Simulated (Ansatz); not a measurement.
Ideal-gas functions of AlBFH₃Si (`F[B]1[AlH][SiH2]1`) at 800 K and 1 bar, from an Ansatz frequency run at PBE0-D4/def2-TZVP.

Molar mass 87.9 g/mol, point group C1 (symmetry number 1), electronic degeneracy 1, moments of inertia 92.739, 134.644, 225.676 u Å². Harmonic wavenumbers (cm⁻¹, unscaled): 232, 278, 280, 395, 417, 447, 454, 531, 625, 666, 1269, 1366, 1837, 1915, 2143.

Use S(trans) = R[1.5 ln M + 2.5 ln T − 1.1517]; rotational temperatures θ = 24.2544 K / I; S(rot) = R[ln(√π/σ · √(T³/θAθBθC)) + 1.5]; for each mode x = 1.438777 ν̃/T, S = R[x/(eˣ − 1) − ln(1 − e⁻ˣ)] and H = RT x/(eˣ − 1); 1 cm⁻¹ = 0.0119627 kJ/mol; R = 8.31446 J/(mol·K).

**Question.** By hand: the entropy, in J/(mol·K).

**Answer.** Translation 185.2. Rotation: θ = 0.2615, 0.1801, 0.1075 K, giving 122.6. Vibration, mode by mode: 15.64, 14.16, 14.11, 11.33, 10.90, 10.35, 10.23, 9.01, 7.77, 7.29, 3.05, 2.66, 1.36, 1.21, 0.87, in all 119.9. Electronic 0.0. Sum 427.7 J/(mol·K).

**Question.** By hand: H − E and G − E in kJ/mol, counted from the electronic energy.

**Answer.** Zero-point energy ½ × 12855 × 0.0119627 = 76.9; thermal vibration 49.7; translation, rotation and pV give 4 RT = 26.6. H − E = 153.2 kJ/mol, and G − E = 153.2 − 800 × 427.7/1000 = -189.0 kJ/mol.

Vibration gives 28 % of the entropy. The sum counts one conformer and one mirror image; others add a mixing term.
